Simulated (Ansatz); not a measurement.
`CS[SiH2]O` + `OCF` → `COCF` + `O[SiH2]S`  (substitution at a C–S bond)

Computed with Ansatz on PBE0-D4/def2-TZVP structures; ΔE is electronic, products minus reactants. CBS: MP2 limit from def2 TZ/QZ plus the TZ coupled-cluster correction, frozen cores. Functionals use def2-TZVPP. B3LYP here is the variant with VWN-RPA as its local correlation; programs differ in this. Each species was taken in one conformer, which may not be the lowest.

`CS[SiH2]O`:

Cartesian coordinates in Å:
```
C 0.526 1.457 -0.724
S -0.488 0.076 -1.331
Si -0.804 -0.964 0.488
O 0.578 -1.556 1.158
H 1.444 1.095 -0.261
H -0.034 2.064 -0.012
H 0.781 2.068 -1.589
H -1.765 -2.037 0.128
H -1.341 -0.057 1.529
H 1.103 -2.146 0.613
```

`OCF`:

```xyz
6

O    -0.645   -0.690    0.527
C     0.001    0.218   -0.268
F     1.188   -0.299   -0.751
H    -0.160   -0.792    1.352
H     0.262    1.141    0.263
H    -0.646    0.421   -1.123
```

`COCF`:

```xyz
9

C    -0.026   -0.350   -1.120
O    -0.139   -0.775    0.224
C     0.061    0.216    1.137
F    -0.979    1.127    1.129
H     0.943    0.134   -1.294
H    -0.098   -1.241   -1.742
H    -0.827    0.344   -1.386
H     0.974    0.792    0.927
H     0.091   -0.246    2.125
```

`O[SiH2]S`:

Z-matrix (Å, degrees):
```
Si
S 1 2.133
O 1 1.642 2 113.5
H 1 1.478 2 111.7 3 117.8
H 1 1.484 2 102.9 3 -122.0
H 2 1.344 1 94.6 3 -65.2
H 3 0.959 1 117.2 2 -51.2
```

**Question.** Is it downhill or uphill in electronic energy at CCSD(T)/CBS, and by how much? (Estimate.)

**Answer.** Ansatz gave: Uphill: ΔE = +0.31 eV.

**Question.** What do these levels give: revPBE-D4, CAM-B3LYP-D4, revPBE, B3LYP, RPA@PBE/def2-TZVPP, HF/def2-TZVPP, CCSD(T)/def2-TZVPP, HF/def2-QZVPP, MP2/def2-QZVPP, SCS-MP2/def2-QZVPP, MP2/CBS(def2), CCSD/CBS(def2)? (Best estimate.)

**Answer.** Computed: revPBE-D4 0.34, CAM-B3LYP-D4 0.23, revPBE 0.31, B3LYP 0.24, RPA@PBE/def2-TZVPP 0.21, HF/def2-TZVPP 0.18, CCSD(T)/def2-TZVPP 0.26, HF/def2-QZVPP 0.18, MP2/def2-QZVPP 0.35, SCS-MP2/def2-QZVPP 0.31, MP2/CBS(def2) 0.37, CCSD/CBS(def2) 0.30 eV.

**Question.** What do rigid-rotor, harmonic-oscillator terms from PBE0-D4/def2-TZVP frequencies (298.15 K, 1 bar) make of the CCSD(T)/CBS value? (Best estimate.)

**Answer.** The calculation gave: ΔZPE = -0.04 eV, ΔH = +0.26 eV, ΔS = -7 J/(mol·K), ΔG = +0.28 eV.

Largest T1 diagnostic among the species: 0.011.

In def2-TZVPP, CCSD(T) changes the Hartree–Fock value by +0.08 eV (the triples alone add +0.01 eV) and MP2 by +0.15 eV. At CCSD(T), def2-SVP lies −0.18 eV from the extrapolated value and def2-TZVPP −0.05 eV. The D4 term adds +0.04 eV with B3LYP and +0.02 eV with PBE0; it sums over pairs of atoms, weighted by their polarisabilities, and B3LYP, whose exchange is more repulsive, gets the larger term.
